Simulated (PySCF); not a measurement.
Point-charge models of `CCC(C)(C)O[SiH3]` against its computed dipole.

Coordinates (GFN2-xTB, Å) and charges (e) from the PBE0/pcSseg-1 density (PySCF):

| atom | x | y | z | Mulliken | IAO | Hirshfeld | ESP-fitted |
| --- | --- | --- | --- | --- | --- | --- | --- |
| C1 | -2.098 | 1.115 | 0.138 | -0.2597 | -0.4202 | -0.1223 | -0.3027 |
| C2 | -1.459 | -0.209 | 0.541 | -0.1751 | -0.2539 | -0.0728 | +0.0119 |
| C3 | -0.022 | -0.385 | 0.012 | -0.1866 | +0.2474 | +0.1018 | +0.6745 |
| C4 | 0.022 | -0.329 | -1.516 | -0.1823 | -0.4328 | -0.1260 | -0.5493 |
| C5 | 0.534 | -1.729 | 0.495 | -0.1610 | -0.4294 | -0.1260 | -0.7243 |
| O6 | 0.740 | 0.664 | 0.556 | -0.6226 | -0.6493 | -0.2050 | -0.4920 |
| Si7 | 2.279 | 1.121 | 0.438 | +0.6968 | +0.8636 | +0.3730 | +0.5744 |
| H8 | -1.434 | 1.937 | 0.393 | +0.1249 | +0.1477 | +0.0350 | +0.0748 |
| H9 | -2.301 | 1.146 | -0.929 | +0.1060 | +0.1317 | +0.0357 | +0.0676 |
| H10 | -3.038 | 1.250 | 0.667 | +0.1137 | +0.1414 | +0.0403 | +0.0843 |
| H11 | -1.414 | -0.262 | 1.631 | +0.1168 | +0.1353 | +0.0361 | +0.0107 |
| H12 | -2.069 | -1.042 | 0.186 | +0.1066 | +0.1271 | +0.0368 | +0.0103 |
| H13 | 1.017 | -0.591 | -1.866 | +0.1124 | +0.1367 | +0.0383 | +0.1310 |
| H14 | -0.697 | -1.026 | -1.940 | +0.1116 | +0.1424 | +0.0449 | +0.1388 |
| H15 | -0.207 | 0.676 | -1.859 | +0.1251 | +0.1455 | +0.0411 | +0.1414 |
| H16 | -0.088 | -2.546 | 0.139 | +0.1098 | +0.1419 | +0.0442 | +0.1659 |
| H17 | 0.559 | -1.748 | 1.581 | +0.1173 | +0.1446 | +0.0412 | +0.1699 |
| H18 | 1.546 | -1.866 | 0.123 | +0.1116 | +0.1354 | +0.0370 | +0.1923 |
| H19 | 3.213 | 0.103 | 0.935 | -0.1253 | -0.1614 | -0.0865 | -0.1331 |
| H20 | 2.671 | 1.437 | -0.941 | -0.1263 | -0.1620 | -0.0867 | -0.1338 |
| H21 | 2.237 | 2.301 | 1.289 | -0.1138 | -0.1318 | -0.0798 | -0.1126 |

**Question.** Form Σ q r in debye for every column and set it beside the full dipole.

**Answer.** The full density gives (-0.27, -0.99, -0.63) D, 1.21 D in size; dipole vectors point from the negative to the positive end.

```tsv
scheme	μx	μy	μz	size (D)	share of the full size (%)	angle to the full dipole (°)
Mulliken	-0.33	-1.71	-1.58	2.36	195	11
IAO	0.66	-0.92	-0.78	1.37	114	43
Hirshfeld	-0.03	-0.57	-0.31	0.65	54	11
ESP-fitted	-0.28	-0.98	-0.66	1.21	100	2
```

**Question.** Which set comes closest?

**Answer.** Length of the difference vector: ESP-fitted 0.03 D, Hirshfeld 0.58 D, IAO 0.95 D, Mulliken 1.20 D. Closest: ESP-fitted. 

**Question.** What is left for the Hirshfeld atoms' own dipoles?

**Answer.** The Hirshfeld atoms' densities add up to the full density, so μ = Σ q r + Σ (atomic dipoles). The atomic dipoles sum to (-0.27, -0.99, -0.63) − (-0.03, -0.57, -0.31) = (-0.24, -0.42, -0.32) D, 0.58 D in size.

**Question.** With the origin at the mean of the coordinates, (0.000, 0.001, 0.003) Å, which are the largest single terms, by size, of the Hirshfeld dipole along the direction of the full one?

**Answer.** Si7 -2.97, H21 +1.18, O6 +0.99, C4 -0.64, C5 -0.63 D; all 21 atoms together +0.64 D. The single terms depend on the origin, their sum doesn't.

**Question.** Give the size of the full dipole in other units.

**Answer.** 1.21 D = 0.474 au = 0.251 e·Å = 4.02 × 10⁻³⁰ C·m.

Geometry: GFN2-xTB, one conformer, isolated molecule.

Shape of the structure used: `[CH3:1][CH2:2][C:3]([CH3:4])([CH3:5])[O:6][SiH3:7]`: C1–C2–C3–C4 -60°, C2–C3–O6–Si7 -179°.
